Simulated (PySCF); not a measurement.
## Radial density of Ni²⁺ (nickel, charge +2)

UHF, [Ar] 3d8, high-spin 3F determinant. All numbers are calculated (PySCF 2.14, the spin-free X2C one-electron Hamiltonian (Gaussian nucleus), in jorge-DZP-DKH (8s6p2d1f, 43 functions)).

```json
{"r (bohr)": "0.000858", "4πr²ρ (e/bohr)": "0.2060", "4πr²(ρα − ρβ)": "0.0000"}
{"r (bohr)": "0.00144", "4πr²ρ (e/bohr)": "0.5354", "4πr²(ρα − ρβ)": "0.0000"}
{"r (bohr)": "0.00243", "4πr²ρ (e/bohr)": "1.303", "4πr²(ρα − ρβ)": "-0.0001"}
{"r (bohr)": "0.00408", "4πr²ρ (e/bohr)": "3.104", "4πr²(ρα − ρβ)": "-0.0002"}
{"r (bohr)": "0.00687", "4πr²ρ (e/bohr)": "7.034", "4πr²(ρα − ρβ)": "-0.0004"}
{"r (bohr)": "0.0116", "4πr²ρ (e/bohr)": "14.49", "4πr²(ρα − ρβ)": "-0.0007"}
{"r (bohr)": "0.0194", "4πr²ρ (e/bohr)": "25.29", "4πr²(ρα − ρβ)": "-0.0012"}
{"r (bohr)": "0.0327", "4πr²ρ (e/bohr)": "33.59", "4πr²(ρα − ρβ)": "-0.0017"}
{"r (bohr)": "0.0550", "4πr²ρ (e/bohr)": "30.65", "4πr²(ρα − ρβ)": "-0.0020"}
{"r (bohr)": "0.0925", "4πr²ρ (e/bohr)": "27.26", "4πr²(ρα − ρβ)": "0.0043"}
{"r (bohr)": "0.156", "4πr²ρ (e/bohr)": "37.87", "4πr²(ρα − ρβ)": "0.1058"}
{"r (bohr)": "0.262", "4πr²ρ (e/bohr)": "27.02", "4πr²(ρα − ρβ)": "0.6104"}
{"r (bohr)": "0.440", "4πr²ρ (e/bohr)": "16.52", "4πr²(ρα − ρβ)": "1.7481"}
{"r (bohr)": "0.740", "4πr²ρ (e/bohr)": "19.47", "4πr²(ρα − ρβ)": "2.0868"}
{"r (bohr)": "1.25", "4πr²ρ (e/bohr)": "6.345", "4πr²(ρα − ρβ)": "0.8992"}
{"r (bohr)": "2.09", "4πr²ρ (e/bohr)": "0.7200", "4πr²(ρα − ρβ)": "0.1214"}
{"r (bohr)": "3.52", "4πr²ρ (e/bohr)": "0.009797", "4πr²(ρα − ρβ)": "0.0017"}
```

Densities and radii are taken from the X2C orbitals without a picture-change correction, which distorts them close to the nucleus.
